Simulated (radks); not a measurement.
Initial-state core-level shifts of the strontium ion Sr+ when its valence configuration changes from [Kr] 5s1. Method: Dirac Kohn-Sham, PBEsol, spin-unpolarised, spherical densities, point nucleus; open shells fill j = l - 1/2 first; computed with a radial shooting solver on a logarithmic mesh with Libxc functionals. Shifts are changes of the shell-averaged eigenvalues in eV (positive: less bound).

valence,2s,2p,3s,3d
5s0.5 5p0.5,-0.619,-0.618,-0.620,-0.619
5p1,-1.233,-1.230,-1.235,-1.234
4d0.5 5s0.5,+1.190,+1.182,+1.173,+1.181
4d1,+2.230,+2.215,+2.200,+2.217
4d0.5 5p0.5,+0.583,+0.576,+0.563,+0.573
